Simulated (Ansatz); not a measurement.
Heat of formation of C2H3Br (SMILES C=CBr) from total energies

C2H3Br: 6 atoms, total charge 0, spin state singlet. As SMILES, `C=CBr`. Geometry: relaxed at PBE0-D4/def2-TZVP.

Total energies at MP2/aug-cc-pVDZ, 11 core orbitals frozen (Ansatz 0.2.0); the atoms run unrestricted:

| species | state | energy (Eh) |
| --- | --- | --- |
| C2H3Br | singlet | -2650.269273 |
| C | triplet | -37.741465 |
| Br | doublet | -2572.484320 |
| H | doublet | -0.499334 |

Harmonic wavenumbers at PBE0-D4/def2-TZVP, in cm⁻¹: 349, 607, 626, 940, 982, 1019, 1280, 1403, 1677, 3165, 3227, 3261.

Measured heats of formation of the gaseous atoms at 298.15 K, in kJ/mol: C 716.9, Br 111.9, H 218.0. Spin-orbit lowering of the atoms at 298 K (mean of the ground term's levels less their thermal mean, from spectra), in kJ/mol: C 0.02, Br 14.69. Take 1 Eh = 2625.50 kJ/mol, 1 cm⁻¹ = 0.0119627 kJ/mol, RT = 2.479 kJ/mol.

Task: Work out the heat of formation of the gas at 298 K.

Result: 
1. Electronic atomisation energy: 2 × (-37.741465) + (-2572.484320) + 3 × (-0.499334) − (-2650.269273) = 0.804021 Eh = 2111.0 kJ/mol.
2. Zero-point energy: half the sum of the wavenumbers, 9268 cm⁻¹ = 110.9 kJ/mol.
3. Thermal vibrational enthalpy, Σ hcν̃/(exp(hcν̃/kT) − 1): 2.1 kJ/mol. Translation, rotation and pV of a non-linear molecule: 4 RT = 9.9 kJ/mol.
4. The 6 free atoms carry 5/2 RT each: 37.2 kJ/mol.
5. Spin-orbit coupling lowers the free atoms by 2 × 0.02 + 14.69 = 14.7 kJ/mol.
6. Atomisation enthalpy at 298 K: 2111.0 − 14.7 − 110.9 − 2.1 − 9.9 + 37.2 = 2010.6 kJ/mol.
7. Sum of the atoms' heats of formation: 2199.7 kJ/mol. Heat of formation: 2199.7 − 2010.6 = +189.1 kJ/mol.

The tabulated value is +73.7 kJ/mol (Active Thermochemical Tables), so this level is off by +115.4 kJ/mol, or 5.4 % of the atomisation enthalpy that the table implies (2125.9 kJ/mol). Perturbation theory converges slowly with the basis for atomisation. Relativity is left out. Anharmonicity and any spin-orbit splitting of the molecule are left out, and so is core correlation.
